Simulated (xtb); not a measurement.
hydrogen bromide (HBr), singlet, from a rough starting geometry; xtb with GFN2-xTB.

Here is a job for xtb.
```
$ xtb mol.xyz --gfn 2 --opt vtight --json

# file mol.xyz
2

Br     0.72674515     0.03316060    -0.01495797
H     -0.66299034    -0.02038261    -0.02756991
```

Task: Write the output that xtb gives for this input, abridged.

Result: 
```
   ID    Z sym.   atoms
    1   35 Br     1
    2    1 H      2

           -------------------------------------------------
          |                Calculation Setup                |
           -------------------------------------------------

           -------------------------------------------------
          |                 G F N 2 - x T B                 |
           -------------------------------------------------

          ...................................................
          :                      SETUP                      :
          :.................................................:
          :  # basis functions                  11          :
          :  # atomic orbitals                  10          :
          :  # shells                            4          :
          :  # electrons                         8          :
          :  max. iterations                   250          :
          :  Hamiltonian                  GFN2-xTB          :
          :  restarted?                      false          :
          :  GBSA solvation                  false          :
          :  PC potential                    false          :
          :  electronic temp.          300.0000000     K    :
          :  accuracy                    1.0000000          :
          :  -> integral cutoff          0.2500000E+02      :
          :  -> integral neglect         0.1000000E-07      :
          :  -> SCF convergence          0.1000000E-05 Eh   :
          :  -> wf. convergence          0.1000000E-03 e    :
          :  Broyden damping             0.4000000          :
          :  net charge                          0          :
          :  unpaired electrons                  0          :
          ...................................................

 iter      E             dE          RMSdq      gap      omega  full diag
   1     -4.5960539 -0.459605E+01  0.600E+00    7.73       0.0  T
   2     -4.5982650 -0.221110E-02  0.366E+00    7.44       1.0  T
   3     -4.5986680 -0.402984E-03  0.554E-01    7.15       1.0  T
   4     -4.5987630 -0.950555E-04  0.327E-01    7.19       1.0  T
   5     -4.5987996 -0.365494E-04  0.158E-01    7.18       1.0  T
   6     -4.5988019 -0.230374E-05  0.132E-01    7.18       1.0  T
   7     -4.5988059 -0.404262E-05  0.190E-03    7.17      37.2  T
   8     -4.5988059 -0.191478E-09  0.858E-04    7.17      82.4  T
   9     -4.5988059 -0.146631E-09  0.832E-06    7.17    8499.3  T

[...]
         :: total energy              -4.588673610357 Eh    ::
 * total energy  :    -4.5886736 Eh     change       -0.2664535E-14 Eh
 * total energy  :    -4.5887126 Eh     change       -0.3902467E-04 Eh
 * total energy  :    -4.5887177 Eh     change       -0.5049394E-05 Eh
 * total energy  :    -4.5887177 Eh     change       -0.5539003E-08 Eh
   *** GEOMETRY OPTIMIZATION CONVERGED AFTER 4 ITERATIONS ***
         :: total energy              -4.588717690001 Eh    ::
[...]
         4        2.0000           -0.4279246             -11.6444 (HOMO)
         5                         -0.1680734              -4.5735 (LUMO)
         6                          0.0202437               0.5509
         7                          0.0202437               0.5509
         8                          0.0364951               0.9931
         9                          0.0364951               0.9931
        10                          0.7214121              19.6306
      -------------------------------------------------------------
                  HL-Gap            0.2598512 Eh            7.0709 eV
             Fermi-level           -0.2979990 Eh           -8.1090 eV

     #   Z          covCN         q      C6AA      α(0)
     1  35 Br       0.872    -0.267   192.379    22.363
     2   1 H        0.872     0.267     0.817     1.416

 Mol. C6AA /au·bohr⁶  :        218.268543
 Mol. C8AA /au·bohr⁸  :      12866.983473
 Mol. α(0) /au        :         23.778704

Wiberg/Mayer (AO) data.
largest (>0.10) Wiberg bond orders for each atom

 ---------------------------------------------------------------------------
     #   Z sym  total        # sym  WBO       # sym  WBO       # sym  WBO
 ---------------------------------------------------------------------------
     1  35 Br   0.928 --     2 H    0.928
     2   1 H    0.928 --     1 Br   0.928
 ---------------------------------------------------------------------------

Topologies differ in total number of bonds
Writing topology from bond orders to xtbtopo.mol

molecular dipole:
                 x           y           z       tot (Debye)
 q only:       -0.708      -0.027      -0.006
   full:       -1.007      -0.039      -0.009       2.561
molecular quadrupole (traceless):
                xx          xy          yy          xz          yz          zz
 q only:       -0.085      -0.015       0.042       0.042       0.002       0.043
  q+dip:       -0.416      -0.039       0.206       0.056       0.002       0.210
   full:        0.350       0.006      -0.176       0.066       0.002      -0.174

optimized geometry written to: xtbopt.xyz

           -------------------------------------------------
          | TOTAL ENERGY               -4.588717690001 Eh   |
          | GRADIENT NORM               0.000037360623 Eh/α |
          | HOMO-LUMO GAP               7.070910096306 eV   |
           -------------------------------------------------

normal termination of xtb
```
